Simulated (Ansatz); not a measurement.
Ansatz (a first-principles code) input:

Ansatz 0.2 input:
```yaml
crystal:
  periodic: [false, false, false]
  atoms:
    - {symbol: Rb, position_ang: [-0.00000000, -0.00000000, -2.26731938]}
    - {symbol: I, position_ang: [0.00000000, 0.00000000, 1.58284561]}
basis:
  gaussian:
    orbitals: def2-SVPD
total_charge: 1
magnetization: {spin_polarized: true, initial_magnetization: 1}
correlation: {method: ccsd_t, electrons: outside_noble_gas}
output: {forces: true}
```

Question: Predict the final energy.

Answer: -320.41664 Eh (CCSD(T)/def2-SVPD). The basis has 62 functions.
